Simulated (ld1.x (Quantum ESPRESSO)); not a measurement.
**F: excitation energies, all-electron against PAW**

- Element: fluorine
- Generator: ld1.x (Quantum ESPRESSO) 7.5
- Type: PAW
- Functional: PBE
- Relativity: scalar-relativistic
- Frozen core: [He]
- Valence charge: 7
- Reference configuration: 2s2 2p4.5 (charge +0.5)
- Partial waves: 2s (bound): rcut 0.70, rcutus 0.90 bohr; 2s channel at -2.25 Ry: rcut 0.70, rcutus 0.90 bohr; 2p (bound): rcut 1.30, rcutus 1.65 bohr; 2p channel at -0.55 Ry: rcut 1.30, rcutus 1.65 bohr
- Local potential: all-electron potential smoothed inside 1.10 bohr (lloc = -1)
- Core correction: Bessel-smoothed model core, default radius (core density twice the valence density)
- Augmentation charge: PSQ, radius 0.50 bohr

Energies are relative to the spin-unpolarised reference configuration 2s2 2p4.5; without spin polarisation the order of configurations can differ from experiment.

```json
{"valence configuration": "2s2 2p5", "charge": "0", "ΔE all-electron (eV)": "-7.543", "error AE − PS (meV)": "-0.4"}
{"valence configuration": "2s2 2p4", "charge": "+1", "ΔE all-electron (eV)": "11.847", "error AE − PS (meV)": "-2.9"}
{"valence configuration": "2s2 2p3", "charge": "+2", "ΔE all-electron (eV)": "50.232", "error AE − PS (meV)": "-35"}
{"valence configuration": "2s1 2p5", "charge": "+1", "ΔE all-electron (eV)": "30.949", "error AE − PS (meV)": "-2.7"}
{"valence configuration": "2s2 2p1", "charge": "+4", "ΔE all-electron (eV)": "196.671", "error AE − PS (meV)": "-167"}
{"valence configuration": "2s2 2p5.3", "charge": "-0.3", "ΔE all-electron (eV)": "-10.213", "error AE − PS (meV)": "-1.0"}
{"valence configuration": "2s1 2p6", "charge": "0", "ΔE all-electron (eV)": "11.270", "error AE − PS (meV)": "-1.9"}
```
